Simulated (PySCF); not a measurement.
**Potential energy of SbF⁺ along the bond**

Set-up: PySCF, scalar-relativistic core potentials, basis sets Sb def2-TZVPPD with ECP28, F def2-TZVPPD. Energies in eV from Sb⁺ + F in their ground configurations at the same level. State: ²Π (doublet), unpaired electrons π ↑.

```json
{"R (Å)": "1.592", "PBE": "-2.833"}
{"R (Å)": "1.666", "PBE": "-3.858"}
{"R (Å)": "1.740", "PBE": "-4.439"}
{"R (Å)": "1.796", "PBE": "-4.667"}
{"R (Å)": "1.851", "PBE": "-4.765"}
{"R (Å)": "1.907", "PBE": "-4.765"}
{"R (Å)": "1.981", "PBE": "-4.654"}
{"R (Å)": "2.073", "PBE": "-4.395"}
{"R (Å)": "2.184", "PBE": "-3.985"}
{"R (Å)": "2.332", "PBE": "-3.369"}
```

Question: Put a parabola through the three lowest points of the PBE curve and estimate Re, k and ωe (reduced mass 16.42 u; 1 eV/Å² = 0.16022 mdyn/Å; ωe = 1302.8·√(k/μ) cm⁻¹).

Answer: Through R = 1.796, 1.851, 1.907 Å the second-order coefficient is 16.1 eV/Å², so Re ≈ 1.879 Å, k ≈ 5.14 mdyn/Å and ωe ≈ 729 cm⁻¹. A polynomial fit of higher order to the unrounded PBE energies gives Re = 1.878 Å, k = 4.41 mdyn/Å, ωe = 675 cm⁻¹; anharmonicity and rounding make the difference.

The higher-order fit for each curve: PBE: Re = 1.878 Å, ωe = 675 cm⁻¹, De = 4.78 eV.

These are scalar-relativistic numbers at best; spin–orbit coupling would shift them, the dissociation energy most. For an ion De counts to the pair picked by the measured ionisation energies or electron affinities, which need not be the lowest pair at this level. The state is the lowest determinant that a PBE0 search found; another state may lie lower at other levels.
